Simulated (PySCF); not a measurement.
# Ionising CaCl

PBE0; PySCF, spin-free X2C with a Gaussian nucleus, basis sets Ca x2c-SVPall, Cl x2c-SVPall. Neutral (UKS): doublet (σ ↑), Re = 2.421 Å, ωe = 388 cm⁻¹, De = 4.36 eV, HOMO -4.38 eV, LUMO -2.17 eV.

CaCl⁺ (UKS): singlet (closed shell), Re = 2.321 Å, ωe = 460 cm⁻¹, De = 4.48 eV to Ca⁺ + Cl. The energies at the minima are -1141.56560 hartree for CaCl and -1141.34660 for CaCl⁺.

Task: Work out the adiabatic ionisation energy, without and with harmonic zero-point energies (1 hartree = 27.2114 eV, 1 eV = 8065.5 cm⁻¹), and the change of the bond length.

Result: At PBE0: 0.21900 hartree = 5.959 eV between the minima; the zero-point term (460.0 − 388.0)/2 cm⁻¹ = +0.004 eV makes it 5.964 eV. Re changes by -10.0 pm against the neutral. The electron leaves a σ orbital; in so polar a molecule the change of length follows mostly from the change of the ionic charges.

For an ion De counts to the pair picked by the measured ionisation energies or electron affinities, which need not be the lowest pair at this level. States were picked by a PBE0 search and need not be the measured ground states.
